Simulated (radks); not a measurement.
Effect of the nuclear size on the oxygen ion O3+, [He] 2s2 2p1. Calculated with a radial shooting solver on a logarithmic mesh with Libxc functionals: Dirac Kohn-Sham, BLYP, spin-unpolarised, spherical densities, finite nucleus; open shells fill j = l - 1/2 first; Fermi nuclear charge, rms radius 2.6991 fm. The rms radius is varied about that value; shifts are against it.

| rms radius (fm) | total energy shift (eV) | density at nucleus (e/bohr^3) | 1s1/2 shift (meV) |
|---|---|---|---|
| 2.2052 | -0.000130 | 329.2 | -0.050 |
| 2.5749 | -0.0000351 | 329 | -0.013 |
| 2.6991 | 0 | 328.9 | 0.000 |
| 2.8233 | 0.0000367 | 328.8 | 0.014 |
| 3.2821 | 0.000187 | 328.6 | 0.071 |

Slopes of the eigenvalues against <r^2> in GHz/fm^2, as finite differences over the two radii next to the reference (eigenvalue slopes, not the field-shift constants of lines): 1s1/2 4.93.
